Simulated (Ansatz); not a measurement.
# Ligand exchange: BH2I + H3NO → BH2(NH2) + HOI

Species: BH2I `BI`, singlet; H3NO (hydroxylamine) `NO`, singlet; BH2(NH2), singlet; HOI (hypoiodous acid) `OI`, singlet. The partners trade I for NH2: B–I and O–NH2 bonds give way to B–NH2 and O–I.

Shapes, held fixed at every level: PBE0-D4/def2-TZVP. Flexible molecules stand in one conformer, not always the lowest. Programs: Ansatz 0.2.0. The zero-point and thermal change to 298 K, harmonic and unscaled (PBE0-D4/def2-TZVP), is -0.5 kJ/mol.

Task: Estimate ΔH(298 K) of this reaction.

Result: The highest level, CCSD(T)/def2-TZVPP, gives ΔH(298 K) = -152.3 kJ/mol; the levels span -166.3 to -137.7. The column of differences is taken from that level and isn't an error. No measured value is set beside it here. For atoms past krypton def2 sets carry core potentials with scalar relativity. Correlated rows may include outer-core shells of I, which these sets cover unevenly.

```csv
level,kind,ΔH(298 K) (kJ/mol),less CCSD(T)/def2-TZVPP
PBE-D4/def2-TZVPP,GGA,-158.5,-6.2
r2SCAN-D4/def2-TZVPP,meta-GGA,-158.7,-6.4
B3LYP-D4/def2-TZVPP,global hybrid,-166.3,-14.0
BHLYP-D4/def2-TZVPP,global hybrid,-160.2,-7.9
wB97X-V/def2-TZVPP,range-separated hybrid,-154.9,-2.6
MP2/def2-SVP,perturbation theory,-145.2,+7.1
CCSD/def2-SVP,coupled cluster or CI,-137.7,+14.6
CCSD(T)/def2-TZVPP,coupled cluster or CI,-152.3,0.0
```
